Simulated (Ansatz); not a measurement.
Input file for Ansatz (a first-principles code): R-BLYP/def2-TZVPP on 1,1-difluoroethane (SMILES CC(F)F), a point of a torsion scan.

Ansatz 0.2 input:
```yaml
crystal:
  periodic: [false, false, false]
  atoms:
    - {symbol: C, position_ang: [-0.79130498, -0.12607356, -0.00628959]}
    - {symbol: C, position_ang: [0.71764980, 0.04916606, 0.02749535]}
    - {symbol: F, position_ang: [1.12420877, 0.94332720, -0.90982543]}
    - {symbol: F, position_ang: [1.13086556, 0.54168797, 1.22093937]}
    - {symbol: H, position_ang: [-1.16655972, 0.20692782, -0.97014794]}
    - {symbol: H, position_ang: [-1.06788806, -1.16091790, 0.16276913]}
    - {symbol: H, position_ang: [-1.24070935, 0.49592881, 0.76505860]}
    - {symbol: H, position_ang: [1.28000986, -0.88017674, -0.15500421]}
basis:
  gaussian:
    orbitals: def2-TZVPP
hamiltonian:
  xc: {name: BLYP}
scf: {lower_state_search: off}
```

Program output:

```
WARN ansatz: RAYON_NUM_THREADS=1 ignored (pool sized by the plan → 1); use --threads N
Functional definition: BLYP
these checks for a lower state are left out or cut short: stability, starts, cluster_reference, orbital_swaps, neighbouring_geometries, increment
integrals: 0.07 GiB planned
908 factors; their error is unknown
mean field: 0.62 GiB planned
mean field evaluation 1: about -7566.9791 eV, gradient 6.2e1 eV
mean field evaluation 2: about -7559.2656 eV, gradient 8.1e1 eV
mean field evaluation 4: about -7574.8675 eV, gradient 3.2e0 eV
mean field evaluation 8: about -7574.8826 eV, gradient 6.6e-2 eV
mean field evaluation 16: about -7574.8555 eV, gradient 7.8e-5 eV
mean field -7574.85547287 eV, -278.3708042064 hartree, gradient 4.6e-6 eV, S^2 0.000000; 0 other end points of the search recorded, 0 dependent functions left out
reference -7574.85575442 eV, -278.3708145532 hartree; 17, 17 occupied and 163, 163 virtual orbitals, 908 factors
Total energy: -7574.85575442 eV, -278.3708145532 hartree
Checks for a lower state left out: stability, starts, cluster_reference, orbital_swaps, neighbouring_geometries, increment
```

The calculation finished and met its thresholds.

Cost: very roughly 1.6 core-seconds.
